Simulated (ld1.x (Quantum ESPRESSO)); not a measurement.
## Reading a pseudo-wave (fluorine)

Columns: radius, all-electron u(r) and pseudo u(r) of the 2p shell (level -11.11 eV) of fluorine in the configuration [He] 2s2 2p5; PBE, scalar-relativistic, TM scheme, ld1.x (Quantum ESPRESSO) 7.5.

| r (bohr) | all-electron | pseudo |
| --- | --- | --- |
| 0.080 | 0.0965 | 0.0308 |
| 0.160 | 0.2790 | 0.1191 |
| 0.240 | 0.4636 | 0.2530 |
| 0.320 | 0.6192 | 0.4145 |
| 0.400 | 0.7381 | 0.5826 |
| 0.480 | 0.8217 | 0.7363 |
| 0.560 | 0.8738 | 0.8590 |
| 0.640 | 0.9000 | 0.9411 |
| 0.720 | 0.9058 | 0.9807 |
| 0.800 | 0.8964 | 0.9830 |
| 0.880 | 0.8760 | 0.9569 |
| 0.960 | 0.8478 | 0.9130 |
| 1.040 | 0.8146 | 0.8605 |
| 1.120 | 0.7782 | 0.8064 |
| 1.200 | 0.7400 | 0.7548 |
| 1.280 | 0.7013 | 0.7075 |
| 1.360 | 0.6626 | 0.6646 |
| 1.440 | 0.6246 | 0.6250 |
| 1.520 | 0.5877 | 0.5878 |
| 1.600 | 0.5522 | 0.5522 |
| 1.680 | 0.5181 | 0.5181 |
| 1.760 | 0.4856 | 0.4856 |
| 1.840 | 0.4548 | 0.4548 |
| 1.920 | 0.4256 | 0.4256 |
| 2.000 | 0.3980 | 0.3980 |
| 2.080 | 0.3721 | 0.3721 |

**Question.** How many radial nodes do the two functions have?

**Answer.** The all-electron 2p function has n − l − 1 = 0; the pseudo-wave has 0.

**Question.** At about which radius was the pseudo-wave matched?

**Answer.** 1.60 bohr. The columns agree to 0.0005 from 1.44 bohr on; several derivatives are matched, so the curves merge somewhat inside the radius.

**Question.** Is the pseudo-wave norm-conserving?

**Answer.** Yes: the TM scheme keeps the norm inside the radius equal to the all-electron one, which fixes the energy derivative of the logarithmic derivative at the level.
